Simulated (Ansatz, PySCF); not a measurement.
Gas-phase reaction in SMILES: [OH][Na] → [OH][Na] as doublet, charge -1 (an electron is taken up)
Structures are relaxed separately at B3LYP-D3(BJ)/def2-TZVP in Ansatz (a first-principles code). A spin state is the lowest found, not a proven ground state.

Property: adiabatic electron affinity (electronic energy difference), positive where the reaction releases energy, in eV. Cores are frozen in the correlated levels unless marked. Open shells are spin-unrestricted. No spin-orbit coupling. Non-relativistic. Anions need diffuse functions: def2-D sets add few; the other sets have none. CBS(X,Y): correlation extrapolated as X^-3; Hartree-Fock from the larger set. The bracket is a focal-point correction in the basis named.

```json
[
 {"level": "HF/def2-TZVPP", "program": "Ansatz", "adiabatic electron affinity (eV)": "0.17"},
 {"level": "TPSS-D4/def2-TZVPD", "program": "PySCF + dftd4", "adiabatic electron affinity (eV)": "0.43"},
 {"level": "PBE0-D4/def2-TZVP", "program": "Ansatz + dftd4", "adiabatic electron affinity (eV)": "0.40"},
 {"level": "PBE0-D4/def2-TZVPD", "program": "Ansatz + dftd4", "adiabatic electron affinity (eV)": "0.48"},
 {"level": "TPSSh-D4/def2-TZVPD", "program": "PySCF + dftd4", "adiabatic electron affinity (eV)": "0.41"},
 {"level": "r2SCAN0-D4/def2-TZVPD", "program": "Ansatz + dftd4", "adiabatic electron affinity (eV)": "0.38"},
 {"level": "MN15-D3(BJ)/def2-TZVPD", "program": "PySCF + dftd3", "adiabatic electron affinity (eV)": "0.13"},
 {"level": "LC-wPBE-D4/def2-TZVPD", "program": "Ansatz + dftd4", "adiabatic electron affinity (eV)": "0.46"},
 {"level": "LC-wPBE/def2-TZVPD", "program": "Ansatz", "adiabatic electron affinity (eV)": "0.45"},
 {"level": "wB97M-V/def2-TZVPD", "program": "Ansatz", "adiabatic electron affinity (eV)": "0.18"},
 {"level": "MP2/STO-3G", "program": "Ansatz", "adiabatic electron affinity (eV)": "-11.29"},
 {"level": "MP2/CBS(def2-TZVPPD,def2-QZVPPD)", "program": "Ansatz", "adiabatic electron affinity (eV)": "0.36"},
 {"level": "RI-MP2/def2-TZVPP", "program": "Ansatz", "adiabatic electron affinity (eV)": "0.22"},
 {"level": "SCS-MP2/def2-TZVPP", "program": "Ansatz", "adiabatic electron affinity (eV)": "0.21"},
 {"level": "SCS-MP2/def2-QZVPP", "program": "Ansatz", "adiabatic electron affinity (eV)": "0.32"},
 {"level": "CCSD/def2-TZVPPD", "program": "Ansatz", "adiabatic electron affinity (eV)": "0.32"},
 {"level": "CCSD(T)/STO-3G", "program": "Ansatz", "adiabatic electron affinity (eV)": "-11.29"},
 {"level": "CCSDT(Q)/def2-SVP", "program": "Ansatz", "adiabatic electron affinity (eV)": "-0.03"},
 {"level": "CCSDT/def2-SVP", "program": "Ansatz", "adiabatic electron affinity (eV)": "-0.03"},
 {"level": "RI-MP2/CBS(def2-TZVPPD,def2-QZVPPD)+[CCSD(T)-MP2]/def2-QZVPPD", "program": "Ansatz", "adiabatic electron affinity (eV)": "0.37"}
]
```
